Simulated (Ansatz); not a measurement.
`C=C([SiH3])[SiH2]C` and `BC(=C)[SiH2]C` differ in one atom or group.

Ansatz, PBE0-D4/def2-TZVP geometries, multiplicity 1. Each molecule was computed in one conformer, which needn't be the lowest.

```json
{"property": "ideal-gas entropy at 298 K and 1 bar (rigid rotor, harmonic PBE0-D4/def2-TZVP) / J/(mol·K)", "`C=C([SiH3])[SiH2]C`": "380"}
{"property": "HOMO energy (ωB97M-V/def2-TZVPP) / eV", "`C=C([SiH3])[SiH2]C`": "-10.19"}
{"property": "HOMO–LUMO gap (ωB97M-V/def2-TZVPP) / eV", "`C=C([SiH3])[SiH2]C`": "11.46"}
{"property": "size of the dipole moment (ωB97M-V/def2-TZVPP) / D", "`C=C([SiH3])[SiH2]C`": "0.75"}
{"property": "LUMO energy (PBE/def2-TZVPP) / eV", "`C=C([SiH3])[SiH2]C`": "-1.80"}
{"property": "HOMO–LUMO gap (PBE0/def2-TZVPP) / eV", "`C=C([SiH3])[SiH2]C`": "7.18"}
```

**Question.** What does the change do to each property? (Estimate.)

**Answer.** The calculation gave: 
```tsv
property	`BC(=C)[SiH2]C`	shift
ideal-gas entropy at 298 K and 1 bar (rigid rotor, harmonic PBE0-D4/def2-TZVP) / J/(mol·K)	359	-21
HOMO energy (ωB97M-V/def2-TZVPP) / eV	-10.45	-0.26
HOMO–LUMO gap (ωB97M-V/def2-TZVPP) / eV	10.28	-1.18
size of the dipole moment (ωB97M-V/def2-TZVPP) / D	1.03	0.28
LUMO energy (PBE/def2-TZVPP) / eV	-3.19	-1.39
HOMO–LUMO gap (PBE0/def2-TZVPP) / eV	6.05	-1.13
```

With PBE0 the HOMO falls by 0.25 eV and the LUMO falls by 1.38 eV, so the gap narrows by about 1.13 eV. PBE moves the HOMO by -0.09 eV and ωB97M-V by -0.26 eV. The zero-point energy changes by -11.6 kJ/mol with -3 modes. Dipoles are sizes alone; their direction can turn. Modes under 60 cm⁻¹, often nearly free rotors, make the harmonic entropy too high.

Positive LUMOs are unbound, so they and the gaps depend on the basis.
